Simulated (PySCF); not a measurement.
## L and K shells in `CS[SiH2][CH2][GeH3]`

Species: C₂H₁₀GeSSi.
Geometry (PBE0-D3(BJ)/def2-SVP, Å), atoms numbered from 1 in this order:
```xyz
15
C2H10GeSSi angstrom
C     -3.237   -0.432    0.116
S     -1.761   -1.423   -0.280
Si    -0.239    0.080   -0.117
C      1.388   -0.727   -0.565
Ge     2.955    0.439   -0.394
H     -3.189   -0.028    1.137
H     -3.373    0.390   -0.602
H     -4.100   -1.107    0.045
H     -0.197    0.629    1.276
H     -0.543    1.222   -1.037
H      1.337   -1.083   -1.608
H      1.540   -1.610    0.077
H      3.044    0.999    1.038
H      4.237   -0.358   -0.703
H      2.842    1.614   -1.384
```

Method used: delta-SCF UKS SCAN, pcX-2 on the ionised atom, pcseg-1 elsewhere, spin-free X2C in PySCF 2.14.0. Vertical ΔSCF values, vacuum level as zero. The 2p values add to the ΔSCF energy of one spin-free hole a correction within the shell (spin–orbit coupling, ligand field). The splitting includes the ligand field, and 2p3/2 is the mean of two sublevels.

```json
{"atom": "Si3", "mean of the 2p shell (eV)": "106.931", "splitting (eV)": "0.624"}
```

Task: Where do the two lines of each doublet lie?

Result: 2p3/2 = mean − splitting/3 and 2p1/2 = mean + 2 × splitting/3:

| atom | environment | 2p3/2 (eV) | 2p1/2 (eV) |
| --- | --- | --- | --- |
| Si3 | SiH2 silicon | 106.72 | 107.35 |

Task: What are the 1s binding energies of the same atoms?

Result: Si3 1846.57 eV.

Task: Which Kα1 and Kα2 emission energies and wavelengths follow?

Result: The photon carries the difference of the 1s-hole and 2p-hole states, both at the ground state's geometry; λ = 12398.42 eV Å/E.

```json
{"atom": "Si3", "Kα1 (eV)": "1739.85", "Kα2 (eV)": "1739.22", "λ(Kα1) (Å)": "7.1261", "λ(Kα2) (Å)": "7.1287"}
```

Task: And the 1s levels of the other atoms?

Result: C4 (sp3 carbon bound to silicon) 290.03 eV; C1 (S-methyl carbon) 291.30 eV; S2 (sulfur bonded to C and Si) 2476.45 eV.

Not every level is listed. No level of germanium is listed. One conformer (not necessarily the lowest) at the PBE0-D3(BJ)/def2-SVP geometry, without solvent, vibrations or thermal averaging.
